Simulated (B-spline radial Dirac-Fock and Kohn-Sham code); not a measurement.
**Ar 3s: cross section and angular parameters**

System: the Ar atom in the configuration [Ne] 3s2 3p6; threshold 28.24 eV (orbital energy of the model). Level of theory: Dirac-Hartree-Slater photoionisation with a Latter tail; cross sections with all multipoles, angular parameters from the dipole term and its interference with E2; a radial atomic solver.

Input of the calculation (task.json; shells as n, l, electrons):

```json
{"items": [{
  "Z": 18,
  "q": 0,
  "cfg": [[1, 0, 2], [2, 0, 2], [2, 1, 6], [3, 0, 2], [3, 1, 6]],
  "A": 40,
  "rrms": 3.4274,
  "do": "xps",
  "hv": [50.5, 78.2, 102.0, 103.0, 113.0, 122.0, 142.0, 152.0, 159.0, 168.0, 176.0, 200, 208.0, 214.0, 298.0, 300, 593.0, 700.0, 800, 1000, 2000, 3170.0, 4000, 9251.7, 9430.0, 9930.0, 11300.0, 13900.0, 15000],
  "edges": {"K": 3205.9, "L1": 326.3, "L2": 250.6, "L3": 248.4}
}]}
```

Launch: `python xray2_run.py task.json out`

For linearly polarised light dσ/dΩ = σ/(4π) [1 + β P₂(cos θ) + (δ + γ cos²θ) sin θ cos φ], with θ from the polarisation vector and φ the angle between the beam and the projection of the electron momentum on the plane normal to the polarisation.

```tsv
hν (eV)	σ (kb)	β	γ
50.5	382	1.999	-0.003
78.2	357	2.000	0.159
102	286	2.000	0.167
103	283	2.000	0.166
113	256	2.000	0.158
122	233	2.000	0.148
142	192	2.000	0.123
152	175	2.000	0.111
159	165	2.000	0.101
168	153	2.000	0.091
176	143	2.000	0.081
200	119	2.000	0.055
208	112	2.000	0.048
214	107	2.000	0.042
298	63.3	2.000	-0.013
300	62.6	2.000	-0.014
593	18.9	2.000	-0.026
700	13.9	2.000	-0.002
800	10.7	2.000	0.025
1000	6.93	2.000	0.087
2000	1.61	2.000	0.417
3170	0.556	2.000	0.745
4000	0.317	2.000	0.941
9251.7	?	?	?
9430	0.0344	2.000	1.877
9930	0.0298	2.000	1.945
11300	0.0209	1.999	2.122
13900	0.0117	1.999	2.426
15000	0.00945	1.999	2.544
```

Q: Give the values at Ga Kα (9251.7 eV).

A: σ = 0.0362 kb, β = 2.000, γ = 1.852. For an s subshell δ is negligible.
